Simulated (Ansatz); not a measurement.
Reaction (formal exchange of groups at the Si–Al bond): `C=C(C)[SiH2][AlH2]` + SiH₄ → `C=C(C)[SiH2][SiH3]` + `[AlH3]`

Program: Ansatz. Geometries: PBE0-D4/def2-TZVP. ΔE: electronic, gas phase. CBS: MP2 limit from def2 TZ/QZ plus the TZ coupled-cluster correction, frozen cores. This one scheme is used for every species. Functionals use def2-TZVPP. HSE06 is defined as in plane-wave codes. Each species was taken in one conformer, which may not be the lowest.

```
             level  ΔE (kJ/mol)  difference from CCSD(T)/CBS
          HSE06-D4          3.1                          0.5
          BHLYP-D4          1.2                         -1.4
            B2PLYP          3.4                          0.8
               PBE          5.7                          3.1
            r2SCAN          3.2                          0.6
             HSE06          4.8                          2.2
           LC-ωPBE          2.0                         -0.6
       HF/def2-SVP          5.0                          2.4
SCS-MP2/def2-TZVPP          2.7                          0.1
    MP2/def2-QZVPP          1.0                         -1.6
       CCSD(T)/CBS          2.6                            0
```

What do rigid-rotor, harmonic-oscillator terms from PBE0-D4/def2-TZVP frequencies (298.15 K, 1 bar) make of the CCSD(T)/CBS value? (Best estimate.)

Ansatz gave: ΔZPE = -2.5 kJ/mol, ΔH = -0.2 kJ/mol, ΔS = -1 J/(mol·K), ΔG = +0.2 kJ/mol. Modes under 50 cm⁻¹ make the entropy rough.

Largest T1 diagnostic among the species: 0.012.

The D4 term adds −3.2 kJ/mol with B3LYP and −1.8 kJ/mol with PBE0; it sums over pairs of atoms, weighted by their polarisabilities, and B3LYP, whose exchange is more repulsive, gets the larger term. Leaving LDA and LC-ωPBE aside and taking each functional with its dispersion term where it has one, the values, not all of them listed here, spread over 12.8 kJ/mol, from B97M-V to PBE-D4.

CCSD(T)/CBS has its own doubt, a few kJ/mol and more with outer-core shells, so smaller differences from it don't rank the levels.

B3LYP here is the variant with VWN-RPA as its local correlation; programs differ in this.
